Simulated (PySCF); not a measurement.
Level of theory: B3LYP-D3(BJ)/def2-TZVP (PySCF). Isolated molecules, 0 K electronic values unless said otherwise. One relaxed conformer stands for a flexible species; it need not be the lowest. B3LYP has the VWN-RPA correlation part, as in Gaussian. 

Reference species (SMILES): `[SiH2]=[SiH]CC` (C–C–Si–Si torsion 20°) (neutral, multiplicity 1).

```
Property          Value
-------------  --------
HOMO–LUMO gap   3.70 eV
LUMO           -1.89 eV
```

Changed species: `C/[SiH]=[SiH]\C`.

### Question
Predict the effect on the HOMO–LUMO gap and LUMO.

### Answer
the HOMO–LUMO gap rises by 0.05 eV, to 3.75 eV; the LUMO goes up by 0.36 eV, to -1.53 eV.
